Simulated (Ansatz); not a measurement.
A structure relaxed at PBE-D4/def2-SVP in Ansatz, charge 1, doublet:

```
atom   x (Å)   y (Å)   z (Å)
 Mo1   1.508   0.507  -0.556
 Mo2  -0.295   1.171   0.786
 Mo3  -0.208  -1.031  -0.984
 Mo4  -1.353  -0.904   1.058
 Si5  -0.705   1.316  -1.672
 Si6   1.052  -1.059   1.368
```

(1) Give its formula and point group.

(2) Summarise the bond lengths by kind (pairs closer than 1.2 times the sum of covalent radii, bridged metal pairs left out).

Results:

(1) the cluster Si₂Mo₄⁺. Point group Cs (tolerance 0.1 Å).

(2) 7 × Mo–Si 2.43 to 2.67 Å; 6 × Mo–Mo 2.34 to 3.58 Å.

In the def2 sets Mo takes a core potential; there is no spin–orbit coupling. The relaxation made no stability test and no search for a lower SCF solution. No other spin state of charge 1 was run. Another isomer (doublet) lies 0.26 eV lower at PBE0-D4/def2-TZVP; other spin states weren't run for this one.
